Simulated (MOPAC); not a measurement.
MOPAC input (PM3):

```
PM3 PRECISE GNORM=0.05 LET XYZ UHF MS=0.5 GEO-OK AUX(PRECISION=9) THREADS=1
FSn

Sn   -0.00000000 1   -0.00000000 1   -0.29954676 1
F     0.00000000 1    0.00000000 1    1.66414866 1
```

Question: What heat of formation does the run end on?

Answer: -17.56 kcal/mol.
